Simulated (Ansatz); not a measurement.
`ClB(Cl)[SiH2][GeH3]` + `OB(O)O` → `OB(O)[O][GeH3]` + `[SiH3]B(Cl)Cl`  (cleavage of the Ge–Si bond)

Isolated molecules relaxed with PBE0-D4/def2-TZVP in Ansatz; ΔE leaves out vibrations. CBS: MP2 limit from def2 TZ/QZ plus the TZ coupled-cluster correction, frozen cores. This one scheme is used for every species. DFT in def2-TZVPP. For Ge outer-core shells are correlated without core-valence functions, which leaves a few kJ/mol of doubt a bond. Scalar relativity is left out up to krypton. One conformer a species, not always the lowest.

```
             level  ΔE (eV)
              PBE0     0.10
CCSD(T)/def2-TZVPP    -0.07
```

Task: What does CCSD(T)/CBS give? (Best estimate.)

Result: Computed: -0.02 eV. The listed levels differ from it by 0.12, -0.05 eV.

Largest T1 diagnostic among the species: 0.013.

From PBE to PBE0 (25 % exact exchange), in def2-TZVPP and without D4, ΔE moves by −0.03 eV. In def2-TZVPP, CCSD(T) changes the Hartree–Fock value by +0.23 eV (the triples alone add +0.02 eV) and MP2 by +0.22 eV.
